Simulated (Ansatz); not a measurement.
One change: `B[SiH](Br)N=C` becomes `B[SiH](C)N=C`.

Ansatz, PBE0-D4/def2-TZVP geometries, multiplicity 1. Each molecule was computed in one conformer, which needn't be the lowest.

Scalar relativity is left out up to krypton.

| property | `B[SiH](Br)N=C` |
| --- | --- |
| HOMO–LUMO gap (B3LYP/def2-TZVPP) / eV | 5.72 |
| HOMO energy (PBE/def2-TZVPP) / eV | -6.36 |
| LUMO energy (B3LYP/def2-TZVPP) / eV | -1.76 |
| size of the dipole moment (B3LYP/def2-TZVPP) / D | 2.10 |
| LUMO energy (PBE0/def2-TZVPP) / eV | -1.52 |
| LUMO energy (ωB97M-V/def2-TZVPP) / eV | 0.61 |

Q: Give the same properties after the change, and the shifts. (Best estimate.)

A: Computed: 
| property | `B[SiH](C)N=C` | shift |
| --- | --- | --- |
| HOMO–LUMO gap (B3LYP/def2-TZVPP) / eV | 4.25 | -1.47 |
| HOMO energy (PBE/def2-TZVPP) / eV | -5.58 | 0.78 |
| LUMO energy (B3LYP/def2-TZVPP) / eV | -2.51 | -0.75 |
| size of the dipole moment (B3LYP/def2-TZVPP) / D | 0.86 | -1.24 |
| LUMO energy (PBE0/def2-TZVPP) / eV | -2.30 | -0.78 |
| LUMO energy (ωB97M-V/def2-TZVPP) / eV | -0.35 | -0.96 |

With PBE0 the HOMO rises by 0.75 eV and the LUMO falls by 0.78 eV, so the gap narrows by about 1.53 eV. PBE moves the HOMO by 0.78 eV and ωB97M-V by 0.58 eV. Dipoles are sizes alone; their direction can turn.

B3LYP here is the variant with VWN-RPA as its local correlation; programs differ in this.

Spin–orbit coupling is left out; it splits and shifts lone-pair levels of the heavy atoms by tenths of an eV.
